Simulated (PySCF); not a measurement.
PySCF input file for methyltin triiodide (CH3I3Sn), SMILES [CH3][Sn]([I])([I])[I], C-PCM-B3LYP/def2-SVP. The structure is a stationary point at B3LYP-D3(BJ)/def2-SVP. The def2 effective core potentials stand for the cores of I, Sn; spin–orbit coupling is left out.

```python
import numpy as np
from pyscf import gto, scf, dft
from pyscf.solvent import pcm

mol = gto.M(
    atom='''
    C    -0.00000001   -0.00000000    2.75389456
    Sn    0.00000000   -0.00000000    0.59334035
    I     2.20687983    1.27414267   -0.34888681
    I     0.00000000   -2.54828533   -0.34888682
    I    -2.20687984    1.27414267   -0.34888681
    H    -0.00000001    1.04402224    3.09420618
    H    -0.90414978   -0.52201112    3.09420617
    H     0.90414978   -0.52201112    3.09420618
    ''',
    basis='def2-SVP',
    ecp={'I': 'def2-svp', 'Sn': 'def2-svp'},
    charge=0,
    spin=0,
    max_memory=1600,
    verbose=3,
)
mf = dft.RKS(mol, xc='b3lyp').density_fit(auxbasis='def2-universal-jkfit')
mf.grids.level = 3
mf.conv_tol = 1e-9
mf.max_cycle = 100
mf.kernel()
res = {}
for name, eps in {'water': 78.355, 'dimethylsulfoxide': 46.826, 'chlorobenzene': 5.6968}.items():
    s = mf.PCM()
    s.with_solvent.method, s.with_solvent.eps, s.with_solvent.lebedev_order = 'C-PCM', eps, 17
    s.kernel(mf.make_rdm1())
    res[name] = (s.e_tot, eps, s.dip_moment(), s.mo_energy, s.converged)
    print(f'{name}: electrostatic solvation free energy {(s.e_tot - mf.e_tot) * 627.509474:.3f} kcal/mol')
```

Output:

```
converged SCF energy = -1147.77807204266

WARN: PCM is an experimental feature. It is still in testing.
Features and APIs may be changed in the future.

converged SCF energy = -1147.7841753438
Dipole moment(X, Y, Z, Debye):  0.00000, -0.00280,  3.70876
water: electrostatic solvation free energy -3.830 kcal/mol

WARN: PCM is an experimental feature. It is still in testing.
Features and APIs may be changed in the future.

converged SCF energy = -1147.78411225305
Dipole moment(X, Y, Z, Debye):  0.00000, -0.00276,  3.69447
dimethylsulfoxide: electrostatic solvation free energy -3.790 kcal/mol

WARN: PCM is an experimental feature. It is still in testing.
Features and APIs may be changed in the future.

converged SCF energy = -1147.7830186817
Dipole moment(X, Y, Z, Debye):  0.00000, -0.00210,  3.45497
chlorobenzene: electrostatic solvation free energy -3.104 kcal/mol
```

Self-consistency was reached.
